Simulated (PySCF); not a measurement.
B(vinyl)(OMe)(NH2) (C3H8BNO), SMILES C=CB(N)OC. Atoms are numbered in the order given.

```xyz
14

B     -0.4117    -0.0324     0.0000
C     -0.3720    -1.5992     0.0000
C      0.7728    -2.2924     0.0000
H     -1.3140    -2.1647     0.0000
H      0.8023    -3.3875     0.0000
H      1.7366    -1.7717     0.0000
O      0.7907     0.6295     0.0000
C      0.8626     2.0211     0.0000
H      0.3858     2.4631    -0.8952
H      1.9206     2.3227     0.0000
H      0.3858     2.4631     0.8952
N     -1.6429     0.6565     0.0000
H     -2.5257     0.1665     0.0000
H     -1.7389     1.6620     0.0000
```

The structure is a stationary point at PBE0-D3(BJ)/def2-SVP. One conformer was computed; it need not be the lowest.

These are PBE0-D3(BJ)/def2-SVP in PySCF 2.14.0 values and carry that method's errors.

No scaling factor is applied to the harmonic values.

```
mode  ν (cm⁻¹)  IR (km/mol)  Raman (Å⁴/amu)  depolarisation  moving atoms (share of kinetic energy)
----  --------  -----------  --------------  --------------  --------------------------------------
1           84          6.5             4.0            0.75                  C 37 %, H 33 %, O 20 %
2          137          0.3             0.2            0.75                                  H 92 %
3          154          1.6             1.9            0.75                  H 39 %, C 32 %, O 24 %
4          171          1.2             2.3            0.70                  C 50 %, H 27 %, O 11 %
5          261          0.3             0.6            0.18           C 31 %, H 31 %, N 28 %, O 9 %
6          401          1.6             1.4            0.23          C 34 %, H 28 %, O 19 %, N 14 %
7          403         88.0             1.3            0.75                           H 83 %, B 9 %
8          438         80.3             2.3            0.75                  H 66 %, N 18 %, B 10 %
9          526          2.8             1.1            0.73   C 43 %, H 25 %, N 12 %, O 10 %, B 9 %
10         568          0.1             2.5            0.75                                  H 84 %
11         721         35.0             5.7            0.75                  B 53 %, H 22 %, C 20 %
12         742          5.1             4.8            0.08          C 30 %, H 27 %, N 22 %, O 18 %
13         869          5.0             2.4            0.14                  H 56 %, N 22 %, O 16 %
14         995         29.6             1.1            0.75                          H 72 %, C 28 %
15        1002          4.5             3.9            0.67                          H 77 %, C 18 %
16        1049         12.7             0.3            0.75                           H 92 %, C 8 %
17        1156         24.6             4.1            0.50           C 35 %, O 33 %, H 23 %, B 8 %
18        1179          0.6             2.7            0.75                          H 76 %, C 19 %
19        1211          0.1             2.3            0.74                          H 65 %, C 21 %
20        1261         82.2            13.4            0.39                  H 57 %, B 20 %, C 14 %
21        1339        121.1             3.7            0.64                  H 43 %, B 29 %, C 19 %
22        1402        264.5             4.2            0.32          B 37 %, H 36 %, O 13 %, C 12 %
23        1433         88.7            27.6            0.44                  H 72 %, C 16 %, B 11 %
24        1476          5.7            20.2            0.75                                  H 97 %
25        1478         12.4            13.0            0.75                                  H 96 %
26        1500         57.6             2.8            0.70                   H 68 %, B 17 %, O 9 %
27        1602        204.9             5.0            0.68                  H 68 %, N 19 %, B 10 %
28        1713         38.4            50.6            0.19                          C 85 %, H 11 %
29        3004         64.1           143.4            0.02                                  H 97 %
30        3077         45.5            70.0            0.75                          H 90 %, C 10 %
31        3137         20.2            40.5            0.68                                  H 94 %
32        3141         25.3            90.2            0.58                           H 91 %, C 9 %
33        3151         11.4           185.6            0.15                                  H 92 %
34        3244          8.2            73.7            0.71                          H 89 %, C 11 %
35        3652         41.2           118.1            0.12                                  H 96 %
36        3757         30.8            60.1            0.75                           H 91 %, N 9 %
```
